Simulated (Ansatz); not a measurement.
Reaction: H2BSeO (SMILES [B](O)[SeH], doublet) → H2BSeO (SMILES [O]B[SeH], doublet)
Each species at its own B3LYP-D3(BJ)/def2-TZVP minimum (Ansatz, an electronic-structure program), one conformer.

Quantity: isomerisation energy (electronic), in kJ/mol. UHF or UKS for unpaired electrons; spin-orbit terms are left out. Correlated methods leave the cores frozen (noble-gas shells, and filled d and f shells in the p block). No relativity. CBS(X,Y): correlation extrapolated as X^-3, Hartree-Fock from the larger set. A bracket is a step between two methods taken in the basis named. Double hybrids freeze cores in their MP2 part.

CCSD(T)/CBS(cc-pVTZ,cc-pVQZ) + [CCSDT(Q) - CCSD(T)]/cc-pVDZ (Ansatz) gives 13.1 kJ/mol.

What does PBE/def2-TZVPD (Ansatz) give here, and how do the other levels compare?

PBE gives -9.3 kJ/mol, 22.4 kJ/mol below it. Differences of the others: r2SCAN/def2-TZVPD (Ansatz) -14.4; B3LYP/def2-TZVPD (Ansatz) -23.1; wB97M-V/def2-TZVPD (Ansatz) -12.8; B2PLYP/def2-TZVPD (Ansatz) -7.2; CCSD(T)/CBS(cc-pVTZ,cc-pVQZ) (Ansatz) 2.4 kJ/mol.
